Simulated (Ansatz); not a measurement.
Computed with Ansatz on PBE0-D4/def2-TZVP structures; ΔE is electronic, products minus reactants. CCSD(T)/CBS adds triple-zeta CCSD(T) − MP2 to the extrapolated MP2 energy (def2 sets, frozen cores). DFT in def2-TZVPP. B3LYP here is the variant with VWN-RPA as its local correlation; programs differ in this. For Ge outer-core shells are correlated without core-valence functions, which leaves a few kJ/mol of doubt a bond. Scalar relativity is left out up to krypton. Each species was taken in one conformer, which may not be the lowest.

Consider the redistribution: `[NH2][GeH2][SiH2]O` + `O[SiH](O)CF` → `O[SiH2]C[SiH](O)O` + `[NH2][GeH2][F]`.

`[NH2][GeH2][SiH2]O`:

```xyz
11

N     0.794    1.410    0.064
Ge    0.856   -0.325   -0.663
Si   -1.179   -1.106    0.330
O    -1.723    0.305    0.977
H     1.436    1.541    0.836
H     0.982    2.135   -0.615
H     0.832   -0.155   -2.194
H     2.174   -1.023   -0.268
H    -0.956   -2.141    1.376
H    -2.140   -1.659   -0.661
H    -1.074    1.018    0.818
```

`O[SiH](O)CF`:

Z-matrix (Å, degrees):
```
Si
O 1 1.634
C 1 1.892 2 111.6
O 1 1.640 2 109.6 3 -118.0
H 1 1.480 2 105.5 3 120.5
H 2 0.958 1 117.8 3 76.3
F 3 1.403 1 108.2 2 -163.5
H 3 1.096 1 111.8 2 -45.1
H 3 1.094 1 113.2 2 76.9
H 4 0.960 1 116.1 2 151.6
```

`O[SiH2]C[SiH](O)O`:

Z-matrix (Å, degrees):
```
Si
C 1 1.851
O 1 1.666 2 105.6
H 1 1.490 2 112.7 3 119.0
H 1 1.489 2 111.4 3 -119.6
Si 2 1.869 1 115.1 3 49.3
H 2 1.095 1 108.8 3 -71.5
H 2 1.096 1 108.8 3 172.2
H 3 0.958 1 117.7 2 171.7
O 6 1.646 2 104.6 1 -136.3
O 6 1.639 2 112.1 1 -13.9
H 6 1.484 2 112.7 1 104.3
H 10 0.958 6 117.0 2 177.7
H 11 0.966 6 115.3 2 -26.7
```

`[NH2][GeH2][F]`:

```xyz
7

N    -0.510   -0.650   -0.807
Ge    0.376    0.154    0.553
F     0.180    1.894    0.507
H    -1.516   -0.579   -0.787
H    -0.172   -0.452   -1.738
H     1.879   -0.083    0.387
H    -0.237   -0.283    1.885
```

| level | ΔE (kcal/mol) |
| --- | --- |
| B3LYP-D4 | -47.3 |
| ωB97M-V | -49.8 |
| SCS-MP2/def2-TZVPP | -52.6 |
| CCSD(T)/def2-TZVPP | -50.3 |

Problem. What does CCSD(T)/CBS give? (Best estimate.)

Solution. The calculation gave: -50.0 kcal/mol. The listed levels differ from it by 2.7, 0.2, -2.6, -0.3 kcal/mol.

Largest T1 diagnostic among the species: 0.012.

The D4 term adds −0.8 kcal/mol with B3LYP and −0.5 kcal/mol with PBE0; it sums over pairs of atoms, weighted by their polarisabilities, and B3LYP, whose exchange is more repulsive, gets the larger term. From PBE to PBE0 (25 % exact exchange), in def2-TZVPP and without D4, ΔE moves by −2.6 kcal/mol.
